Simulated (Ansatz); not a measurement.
A run for Ansatz (a program for electronic structure): R-RI-MP2/cc-pV(T+d)Z on HCl (SMILES Cl). The basis file is the Basis Set Exchange's JSON of that set.

Ansatz 0.2 input:
```yaml
crystal:
  periodic: [false, false, false]
  atoms:
    - {symbol: Cl, position_ang: [0.00000000, -0.00000000, 0.64477451]}
    - {symbol: H, position_ang: [-0.00000000, 0.00000000, -0.64477451]}
basis:
  gaussian:
    orbitals: cc-pV_T+d_Z.json
    fitting: {mean_field: def2-universal-JKFIT, correlation: cc-pVTZ-RIFIT.json}
magnetization: {spin_polarized: false}
correlation: {method: mp2, electrons: outside_noble_gas}
scf: {lower_state_search: off}
```

Output:

```
WARN ansatz: RAYON_NUM_THREADS=4 ignored (pool sized by the plan → 4); use --threads N
Functional definition: HF
these checks for a lower state are left out or cut short: stability, starts, cluster_reference, orbital_swaps, neighbouring_geometries, increment
integrals: 0.00 GiB planned
146 factors; integrals over basis functions are off by at most 1.4e0 eV
152 factors; integrals over basis functions are off by at most 7.9e-1 eV
mean field: 0.06 GiB planned
mean field evaluation 1: about -12519.7526 eV, gradient 1.1e1 eV
mean field evaluation 2: about -12520.1140 eV, gradient 4.3e0 eV
mean field evaluation 4: about -12520.1633 eV, gradient 3.4e-1 eV
mean field evaluation 8: about -12520.1642 eV, gradient 1.3e-6 eV
mean field -12520.16415838 eV, -460.1075463483 hartree, gradient 1.3e-6 eV, S^2 0.000000; 0 other end points of the search recorded, 0 dependent functions left out
5 core orbitals not correlated
reference -12520.16415838 eV, -460.1075463483 hartree; 4, 4 occupied and 44, 44 virtual orbitals, 152 factors
second order -5.53252143 eV of doubles, -0.00000000 eV of singles
Total energy: -12525.69667981 eV, -460.3108627609 hartree
Checks for a lower state left out: stability, starts, cluster_reference, orbital_swaps, neighbouring_geometries, increment
```

Self-consistency was reached.

Cost: roughly 0.12 core-seconds.
